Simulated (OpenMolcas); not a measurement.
## Ionisation energies of carbon

```yaml
Program: OpenMolcas 26.06
Basis: ANO-R2 [4s4p2d1f]
Scalar_Hamiltonian: X2C, finite nucleus
Spin-orbit_coupling: RASSI with atomic mean-field integrals over the reference wave functions, term energies averaged over their components
```

Active shells in each charge state: the valence s, p shells, with orbitals averaged over the low states. Where CASPT2's correlated closed shells are named, they are those of the first ion.

A. CASSCF
B. SS-CASPT2, IPEA 0.25 Eh, imaginary shift 0.1 Eh (closed shells correlated: 1s)
C. SS-CASPT2, IPEA 0 Eh, imaginary shift 0.1 Eh (closed shells correlated: 1s)

Energies in eV between the lowest computed levels (charge -1 gives the electron affinity), named as in B; reference values from the NIST Atomic Spectra Database with their kind.

| From | To | A | B | C | Spin-orbit share in B | Reference |
| --- | --- | --- | --- | --- | --- | --- |
| C- 2s² 2p³ ⁴S°_3/2 | C 2s² 2p² ³P₀ | 0.001 | 0.961 | 1.118 | -0.004 |  |
| C 2s² 2p² ³P₀ | C+ 2s² 2p ²P°_1/2 | 10.140 | 11.012 | 11.111 | -0.001 | 11.260 (measured) |
| C+ 2s² 2p ²P°_1/2 | C2+ 2s² ¹S₀ | 23.195 | 24.083 | 24.165 | +0.005 | 24.383 (measured) |
| C2+ 2s² ¹S₀ | C3+ 2s ²S_1/2 | 47.777 | 47.829 | 47.829 | +0.000 | 47.888 (measured) |
| C3+ 2s ²S_1/2 | C4+ 1s² ¹S₀ | 64.363 | 64.405 | 64.406 | +0.000 | 64.494 (measured) |

Error against the reference values, in %:

```csv
From,Reference,A,B,C
C,measured,-9.9,-2.2,-1.3
C+,measured,-4.9,-1.2,-0.9
C2+,measured,-0.2,-0.1,-0.1
C3+,measured,-0.2,-0.1,-0.1
```

Mean absolute error over the 4 measured values: A 0.64 eV, B 0.17 eV, C 0.13 eV. C lies closest.

No diffuse functions were added, so the electron affinity comes out too small, and without dynamic correlation a bound anion can come out unbound.

° marks odd parity.
